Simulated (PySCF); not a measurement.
This PySCF input asks for the NMR shieldings of SMILES CSc1cccc2snnc12, C₇H₆N₂S₂; the geometry comes from GFN2-xTB.

```python
import basis_set_exchange as bse
import numpy as np
from pyscf import gto, dft
from pyscf.prop import nmr

atoms = """
C    -2.867312   -0.731300   -0.211913
S    -2.155998    0.783737    0.481596
C    -0.422576    0.608772    0.313433
C     0.357203    1.659888    0.779724
C     1.743990    1.642483    0.701023
C     2.422095    0.570224    0.153419
C     1.663955   -0.487360   -0.316705
S     2.145623   -1.974218   -1.054168
N     0.544865   -2.450268   -1.203835
N    -0.282401   -1.628937   -0.768020
C     0.241549   -0.494571   -0.248666
H    -2.599194   -0.819964   -1.259290
H    -3.942155   -0.622723   -0.099727
H    -2.509905   -1.592885    0.341569
H    -0.144461    2.511101    1.213700
H     2.300031    2.487368    1.077274
H     3.497694    0.550683    0.090675
"""
names = dict.fromkeys(["C", "S", "N", "H"], "pcSseg-1")
basis = {el: gto.basis.parse(bse.get_basis(n, elements=[el], fmt="nwchem")) for el, n in names.items()}
mol = gto.M(atom=atoms, basis=basis, charge=0, verbose=0)
mf = dft.RKS(mol, xc="PBE0")
mf.grids.level = 2
mf.grids.alignment = dft.numint.BLKSIZE   # the property module wants whole blocks of grid points
mf.conv_tol = 1e-9
mf.kernel()

calc = nmr.RKS(mf)   # GIAO
C = mf.mo_coeff
Co = C[:, mf.mo_occ > 0]
resp = mf.gen_response(singlet=True, hermi=2)
def vind(x):   # induced exchange potential for any number of trial vectors
    d = np.einsum("pi,xij,qj->xpq", C, 2 * x.reshape(-1, C.shape[1], Co.shape[1]), Co, optimize=True)
    return np.einsum("xpq,pi,qj->xij", resp(d - d.transpose(0, 2, 1)), C, Co, optimize=True).ravel()
mo1, _ = nmr.rhf.solve_mo1(calc, with_cphf=vind)
sigma = calc.kernel(mo1)
for i, s in enumerate(sigma):   # ppm
    print("%2d %-2s %9.2f" % (i, mol.atom_pure_symbol(i), np.trace(s) / 3))
```

Task: What does it print?

Result: 
```
 0 C     160.62
 1 S     460.75
 2 C      38.90
 3 C      59.42
 4 C      54.86
 5 C      68.40
 6 C      31.31
 7 S      16.25
 8 N    -191.38
 9 N    -200.91
10 C      32.13
11 H      27.62
12 H      29.29
13 H      27.58
14 H      24.03
15 H      24.03
16 H      23.75
```

These numbers come from an equivalent density-fitted implementation of the same equations, which agrees with the script to about 0.01 ppm for H and up to a few tenths of a ppm for heavy atoms, so last digits may differ.

Task: Turn these shieldings into chemical shifts. Chemical shifts δ = σref − σ; 13C (186.93 ppm) and 1H (31.72 ppm) vs TMS; 33S (503.73 ppm) vs CS2; 15N (267.73 ppm) against NH3, all at this level.

Result: Averaging equivalent atoms: C 6: 155.6; C 10: 154.8; C 2: 148.0; C 4: 132.1; C 3: 127.5; C 5: 118.5; C 0: 26.3; S 7: 487; S 1: 43; N 9: 468.6; N 8: 459.1; H 16: 7.96; H 14: 7.68; H 15: 7.68; H 11/12/13: 3.55 ppm. Experimental scales use liquid or dissolved standards, which lie at an offset from isolated NH3 (liquid NH3: subtract about 20 ppm). Unscaled 15N shifts of sp2 nitrogen come out 20 to 40 ppm too high even then.

Size and cost of the density-fitted run: 231 basis functions, 56 s wall time on 1 thread of an Arm Neoverse V1, shared host; peak memory 1.1 GiB.
